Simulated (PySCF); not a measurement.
Screening by computed properties: pick the candidate that meets the target.

Species are written as SMILES; each is one conformer at its optimised geometry, gas phase, non-relativistic unless stated. Electronic properties by PySCF.

Dipoles, sizes and rotational constants follow the conformer. The torsions of the flexible species, by atom-mapped SMILES:
- `[O:1]=[CH:2][CH2:3][C@@H:4]([F:5])[CH:6][O:7][SiH3:8]`: O1–C2–C3–C4 -3°, C2–C3–C4–F5 167°, C3–C4–C6–O7 131°, C4–C6–O7–Si8 -7°
- `[NH2:1][C:2](=[O:3])[C:4]1[CH2:5][C@H:6]1[F:7]`: N1–C2–C4–C5 -150°, H–N1–C2–O3 -10°, H–N1–C2–O3 -166°
- `[CH3:1][C-:2]1[CH:3][O:4][C:5]([OH:6])=[C:7]1[Cl:8]`: H–O6–C5–O4 59°

Task: Wanted: smallest rotational constant above 0.9 GHz (GFN2-xTB) and isotropic g value above 2.0033 (unrestricted B3LYP/pcH-1, mean-field spin–orbit), at GFN2-xTB geometries. Which candidate meets both?
A. `NC(=O)[C]1C[C@H]1F` [radical]
B. `O=CC[C@@H](F)[CH]O[SiH3]` [radical]
C. `C1(O[CH][C-](C)C=1Cl)O` [radical]
D. `C[SiH]([CH2])C` [radical]

Result: A. Computed values:
| species | smallest rotational constant | isotropic g value |
| --- | --- | --- |
| O=CC[C@@H](F)[CH]O[SiH3] [radical] | 0.873 GHz | 2.00279 |
| C1(O[CH][C-](C)C=1Cl)O [radical] | 1.005 GHz | 2.00305 |
| NC(=O)[C]1C[C@H]1F [radical] | 1.517 GHz | 2.00351 |
| C[SiH]([CH2])C [radical] | 3.197 GHz | 2.00261 |
